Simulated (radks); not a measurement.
Values are calculated unless marked as measured or tabulated.
Task: The erbium ion Er2+, 66 electrons, occupied as [Kr] 4d10 4f12 5s1 5p6 6p1 (not the ground configuration). Level of theory: Dirac Kohn-Sham, PBE, spin-unpolarised, spherical densities, point nucleus; open shells fill j = l - 1/2 first (a radial shooting solver on a logarithmic mesh with Libxc functionals).

Spin-orbit splittings of the eigenvalues, e(l+1/2) - e(l-1/2), with zeta = 2 splitting/(2l+1) and mean radii in bohr:

shell  occ.  splitting (eV)  zeta (eV)  <r> j=l-1/2  <r> j=l+1/2
2p        6               ?          ?      0.07147      0.07874
3p        6           192.6      128.4       0.2146       0.2283
3d       10           42.10      16.84       0.2012       0.2055
4p        6           43.26      28.84       0.5175       0.5490
4d       10           7.852      3.141       0.5779       0.5891
4f       12           1.105     0.3156       0.7876       0.8027
5p        6           5.716      3.811        1.382        1.479
5d        0          0.4687     0.1875        2.175        2.226
6p        1          0.7412     0.4942        3.738        3.933

Estimate the 2p splitting.

Result: 917.0 eV (zeta = 611.3 eV).
